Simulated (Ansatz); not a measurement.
C$_{4}$H$_{11}$AlN$_{2}$, SMILES `CC1=[N+](C)[AlH2-][N]1C`. Charge 0, multiplicity 1. The structure was optimised at the PBE0-D4/def2-TZVP level.

```xyz
18

C    -0.320    0.840    1.460
C    -0.055    0.122    0.182
N    -0.698   -0.968   -0.214
C    -1.746   -1.595    0.538
Al    0.393   -1.038   -1.805
N     0.871    0.472   -0.700
C     1.739    1.602   -0.543
H    -1.365    0.743    1.755
H    -0.065    1.896    1.378
H     0.294    0.407    2.256
H    -2.628   -0.952    0.648
H    -2.067   -2.496    0.015
H    -1.422   -1.898    1.541
H     1.472   -2.213   -1.811
H    -0.368   -0.662   -3.155
H     2.432    1.635   -1.384
H     2.340    1.548    0.373
H     1.194    2.554   -0.534
```

Question: What is the dipole moment at r2SCAN/def2-TZVPP? (Estimate.)

Answer: Ansatz gave: 4.52 D, with components (-0.81, 2.18, 3.88) D in this frame, pointing from negative to positive charge.

Question: And with PBE, B3LYP, ωB97M-V? (Best estimate.)

Answer: Ansatz gave: PBE 4.37 D, B3LYP 4.52 D, ωB97M-V 4.66 D.

Question: Give the Mulliken charges with r2SCAN, PBE, B3LYP in def2-TZVPP. (Best estimate.)

Answer: Computed: 
```
atom  r2SCAN    PBE  B3LYP
  C1   -0.20  -0.28  -0.29
  C2    0.35   0.19   0.25
  N3   -0.28  -0.15  -0.23
  C4   -0.07  -0.20  -0.19
 Al5    0.36   0.23   0.35
  N6   -0.28  -0.15  -0.23
  C7   -0.07  -0.20  -0.19
  H8    0.07   0.10   0.10
  H9    0.07   0.10   0.10
 H10    0.09   0.11   0.11
 H11    0.06   0.09   0.09
 H12    0.05   0.09   0.10
 H13    0.06   0.10   0.10
 H14   -0.19  -0.15  -0.18
 H15   -0.19  -0.15  -0.18
 H16    0.05   0.09   0.10
 H17    0.06   0.10   0.10
 H18    0.06   0.09   0.09
```

B3LYP here is the variant with VWN-RPA as its local correlation; programs differ in this.
